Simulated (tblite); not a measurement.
Run record: tight-binding relaxation, `FC(F)=C(F)P1C=CC(F)C=C1`.

Computed with GFN2-xTB geometry optimisation, gas phase (tblite 0.8.0). Start geometry: from a force field or distance geometry. A driver script takes a list of jobs; this job's settings line and coordinates (Å) are shown.

Command:
```bash
OMP_NUM_THREADS=1 python probes_run.py task.json out
```

Input:
```
{"job": {"kind": "relax", "xc": "GFN2-xTB", "basis": "xTB"}, "charge": 0, "multiplicity": 1}
F      2.611400     0.243700    -1.936600
C      3.125800    -0.134600    -0.733000
F      4.417300    -0.607800    -0.628400
C      2.379700    -0.051100     0.383700
F      2.884200    -0.433900     1.587700
P      0.676400     0.553000     0.306500
C     -0.257600     0.301100     1.893400
C     -1.574400     0.252900     1.757700
C     -2.283500     0.378500     0.457300
F     -3.646700     0.178800     0.561000
C     -1.672600    -0.331200    -0.685800
C     -0.366800    -0.376900    -0.926200
H      0.246200     0.202200     2.854500
H     -2.146900     0.097200     2.670800
H     -2.171500     1.489400     0.208100
H     -2.313000    -0.858200    -1.371400
H      0.084900    -0.890900    -1.759700
```

Output:
```
step      E/eV     max force
  0   -1057.54669    2.023
  1   -1057.83548    1.362
  2   -1058.07164    1.239
  3   -1058.16852    0.744
  4   -1058.22734    0.450
  5   -1058.24564    0.421
  6   -1058.27495    0.465
  7   -1058.30073    0.444
  8   -1058.32107    0.364
  9   -1058.33638    0.291
... (50 lines left out)
 60   -1058.44407    0.034
 61   -1058.44420    0.021
 62   -1058.44429    0.019
 63   -1058.44435    0.021
 64   -1058.44439    0.017
 65   -1058.44442    0.014
 66   -1058.44445    0.012
 67   -1058.44447    0.014
 68   -1058.44448    0.012
 69   -1058.44450    0.008
```

«max force» is the largest atomic force in eV/Å.

Q: From which step on does the largest force stay under 0.1 eV/Å, and how much energy is left to gain from there?

A: From step 51 (0.075 eV/Å), 4.1 meV above the end.

In short: energy lowered by 20.7 kcal/mol over 69 steps; largest atomic force 0.008 eV/Å at the end.

On one thread, Arm Neoverse N1 (aarch64) (shared host), this took 1.0 s of wall time.
Labels such as C1 count atoms from 1, the log's own numbers from 0.
